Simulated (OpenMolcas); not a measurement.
A run on Kr⁺.

```
Program             : OpenMolcas 26.06
Method              : SS-RASPT2, IPEA 0.25 Eh, real shift 0.2 Eh (closed shells correlated: 3d 4s)
Basis               : ANO-RCC [9s8p6d4f2g]
Scalar Hamiltonian  : DKH2, point nucleus
Active space        : 5 electrons in 9 orbitals (RAS2 4p; RAS3 4d 5s, at most 1 electron)
State averaging     : 2S+1 = 2 odd, 3 roots; 2S+1 = 4 even, 18 roots; 2S+1 = 2 even, 54 roots
Spin-orbit coupling : state interaction with AMFI integrals over the reference wave functions, term energies averaged over their components
```

First CASPT2 step and the start of its output:

```
&CASPT2
Multistate=3 1 2 3
Frozen=3 6
IPEA=0.25
Shift=0.2
MaxIter=60
WThr=0.0 0.3 0.05
PrWF=0.5
NoMix
```

```
--- CASPT2 ---
Orbital specifications:
      -----------------------

      Symmetry species                           1   2
                                                ag  au
      Frozen orbitals                            3   6
      Inactive orbitals                          6   0
      Active orbitals                            6   3
      Secondary orbitals                        42  43
      Deleted orbitals                           0   0
      Number of basis functions                 57  52
Type of calculation                        MS-CASPT2
      Fock operator                              state-specific
      IPEA shift                                 0.25
      Real shift                                 0.20
      Imaginary shift                            0.00
      The input orbitals will be transformed to quasi-canonical
Reference energy:       -2787.5581050878
      E2 (Non-variational):      -0.3251942118
      Shift correction:          -0.0079102380
      E2 (Variational):          -0.3331044498
      Total energy:           -2787.8912095376
      Residual norm:              0.0000009627
      Reference weight:           0.96195
      Contributions to the CASPT2 correlation energy
      Active & Virtual Only:         -0.0413151021
      One Inactive Excited:          -0.1086107376
      Two Inactive Excited:          -0.1752683721
Reference energy:       -2787.5581050878
      E2 (Non-variational):      -0.3251942118
      Shift correction:          -0.0079102380
      E2 (Variational):          -0.3331044498
      Total energy:           -2787.8912095375
      Residual norm:              0.0000009627
      Reference weight:           0.96195
      Contributions to the CASPT2 correlation energy
      Active & Virtual Only:         -0.0413151021
...
```

Over all roots the printed reference weights run from 0.63 to 0.96, and roots that are degenerate in the reference spread by up to 420 cm-1.

Question: Did the run give usable levels, and if not, why?

Answer: No. The equations converged, but the reference weight falls to 0.63 for at least one root against 0.96 for the best. A drop of that size marks an intruder state, so the energies of such roots and the levels built on them can't be trusted.
